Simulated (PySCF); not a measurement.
Computed Raman spectrum (relative Raman activity) of a molecule C4H7BO. The structure is a stationary point at B3LYP-D3(BJ)/def2-SVP. The values are those of a single conformer. These are B3LYP-D3(BJ)/def2-SVP (PySCF 2.14.0) values and carry that method's errors. Frequencies are harmonic and unscaled.

| ν (cm⁻¹) | relative intensity |
|---|---|
| 126 | 3.8 |
| 182 | 2.5 |
| 235 | 2.6 |
| 260 | 3.4 |
| 647 | 4.5 |
| 932 | 5.2 |
| 1058 | 2.3 |
| 1249 | 3.9 |
| 1295 | 2.1 |
| 1400 | 3.2 |
| 1423 | 12 |
| 1477 | 9.7 |
| 1480 | 11 |
| 2167 | 100 |
| 2991 | 83 |
| 3026 | 90 |
| 3064 | 98 |
| 3100 | 59 |
| 3110 | 28 |
| 3458 | 29 |
| 3831 | 87 |

### Question
Identify the compound among the candidates.
A) C#CB(O)CC
B) CB1CC=CO1
C) C#CB(C)OC
D) C=CB1CCO1

### Answer
A, C#CB(O)CC
